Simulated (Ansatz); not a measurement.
`C=C([SiH3])[SiH2]C` + `NB(O)F` → `C[SiH2]OB(N)F` + `C=C[SiH3]`  (ligand exchange at the Si–C bond)

Calculated with Ansatz (gas phase, PBE0-D4/def2-TZVP geometries, no zero-point term in ΔE). CCSD(T)/CBS adds triple-zeta CCSD(T) − MP2 to the extrapolated MP2 energy (def2 sets, frozen cores). Functionals use def2-TZVPP. Each species was taken in one conformer, which may not be the lowest.

```csv
level,ΔE (kJ/mol)
ωB97X-V,-100.7
ωB97M-V,-99.8
PBE0,-94.7
MP2/def2-TZVPP,-96.4
```

Task: What does CCSD(T)/CBS give? (An estimate is asked.)

Result: Ansatz gave: -98.7 kJ/mol. The listed levels differ from it by -2.0, -1.1, 4.0, 2.3 kJ/mol.

Largest T1 diagnostic among the species: 0.011.

The D4 term adds +8.6 kJ/mol with B3LYP and +4.8 kJ/mol with PBE0; it sums over pairs of atoms, weighted by their polarisabilities, and B3LYP, whose exchange is more repulsive, gets the larger term. In def2-TZVPP, CCSD(T) changes the Hartree–Fock value by +26.2 kJ/mol (the triples alone add +4.5 kJ/mol) and MP2 by +28.5 kJ/mol. From PBE to PBE0 (25 % exact exchange), in def2-TZVPP and without D4, ΔE moves by −4.3 kJ/mol.

CCSD(T)/CBS has its own doubt, a few kJ/mol and more with outer-core shells, so smaller differences from it don't rank the levels.

B3LYP here is the variant with VWN-RPA as its local correlation; programs differ in this.
